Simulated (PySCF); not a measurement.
## Polarisability and C₆ of In⁻ (indium, charge -1)

[Kr] 4d10 5s2 5p2, high-spin 3P determinant. All numbers are calculated (PySCF 2.14, the spin-free X2C one-electron Hamiltonian (Gaussian nucleus), in x2c-TZVPPall with one added diffuse shell each of s, p, d, f type (9s7p5d3f, 76 functions)). Coupled (time-dependent) response in atomic units; α is the mean over directions.

```tsv
method	mean α (bohr³)	α xx, yy, zz	C₆ (like pair)	S(−4)
UHF	333.1	199.5, 400.0, 399.9	7379	56730
```

S(−4) is the Cauchy moment in α(ω) = α(0) + S(−4) ω² + …

Spin-orbit coupling is absent.

α(iu) at UHF:

```json
{"u (hartree)": "0", "α(iu) (bohr³)": "333.1"}
{"u (hartree)": "0.0500", "α(iu) (bohr³)": "241.5"}
{"u (hartree)": "0.100", "α(iu) (bohr³)": "145.3"}
{"u (hartree)": "0.200", "α(iu) (bohr³)": "64.54"}
{"u (hartree)": "0.300", "α(iu) (bohr³)": "36.52"}
{"u (hartree)": "0.500", "α(iu) (bohr³)": "17.10"}
{"u (hartree)": "0.750", "α(iu) (bohr³)": "9.434"}
{"u (hartree)": "1.00", "α(iu) (bohr³)": "6.300"}
{"u (hartree)": "1.50", "α(iu) (bohr³)": "3.648"}
{"u (hartree)": "2.00", "α(iu) (bohr³)": "2.484"}
{"u (hartree)": "3.00", "α(iu) (bohr³)": "1.414"}
{"u (hartree)": "5.00", "α(iu) (bohr³)": "0.6442"}
```

A single London oscillator, α(iu) = α/(1 + u²/ω²), gives C₆ = (3/4) ω α². Matching the computed C₆ needs ω = 4 × 7379 / (3 × 333.1²) = 0.0887 hartree.

For an ion, C₆ is the dispersion term alone; charge-induced terms of lower order in 1/R come first.

The components differ because the open shell of this determinant is not spherical; for a pure term their mean is the scalar polarisability.
